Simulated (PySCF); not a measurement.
## ²⁹Si chemical shifts

PySCF 2.14.0 with density-fitted response routines calculation with geometry from GFN2-xTB and GIAO PBE0/pcSseg-1 shieldings; equivalent nuclei averaged, no solvent, non-relativistic, a single conformation.

Shieldings were converted by a linear fit to measured shifts: ²⁹Si: δ = 279.94 − 0.822σ (rms 8.9 ppm, 72 shifts, 25.8 ppm with the 6 outliers that the fit left out vs TMS, solution or neat liquid). A few per cent of atoms miss by over 2 rms, more outside the fitted compound classes.

Give the ²⁹Si shifts of `CC(C)(CCF)CO[SiH3]`, `C=CC[SiH2]C#C[SiH2]CC#N`, `C#C[SiH2]C#C[SiH2][C@@H]1C[C@H]1N`, `O[SiH2]/C(=C\C1CC1)CCF`, `C=C[SiH2]C#C[Si@H](C#N)CC`, `C#CCC(=C)[SiH2]N[SiH2]C#C`.

Results:


| compound | environment | δ (ppm) |
| --- | --- | --- |
| CC(C)(CCF)CO[SiH3] | silicon bonded to O, 3 H | -37.2 |
| [CH2:1]=[CH:2][CH2:3][SiH2:4][C:5]#[C:6][SiH2:7][CH2:8][C:9]#[N:10] | Si4: silicon bonded to 2 C, 2 H | -62.2 |
| [CH2:1]=[CH:2][CH2:3][SiH2:4][C:5]#[C:6][SiH2:7][CH2:8][C:9]#[N:10] | Si7: silicon bonded to 2 C, 2 H | -62.2 |
| [CH:1]#[C:2][SiH2:3][C:4]#[C:5][SiH2:6][C@@H:7]1[CH2:8][C@H:9]1[NH2:10] | Si6: silicon bonded to 2 C, 2 H | -56.9 |
| [CH:1]#[C:2][SiH2:3][C:4]#[C:5][SiH2:6][C@@H:7]1[CH2:8][C@H:9]1[NH2:10] | Si3: silicon bonded to 2 C, 2 H | -84.4 |
| O[SiH2]/C(=C\C1CC1)CCF | silicon bonded to C, O, 2 H | -29.3 |
| [CH2:1]=[CH:2][SiH2:3][C:4]#[C:5][Si@H:6]([C:7]#[N:8])[CH2:9][CH3:10] | Si6: silicon bonded to 3 C, H | -60.4 |
| [CH2:1]=[CH:2][SiH2:3][C:4]#[C:5][Si@H:6]([C:7]#[N:8])[CH2:9][CH3:10] | Si3: silicon bonded to 2 C, 2 H | -63.0 |
| [CH:1]#[C:2][CH2:3][C:4](=[CH2:5])[SiH2:6][NH:7][SiH2:8][C:9]#[CH:10] | Si6: silicon bonded to C, N, 2 H | -43.8 |
| [CH:1]#[C:2][CH2:3][C:4](=[CH2:5])[SiH2:6][NH:7][SiH2:8][C:9]#[CH:10] | Si8: silicon bonded to C, N, 2 H | -54.8 |
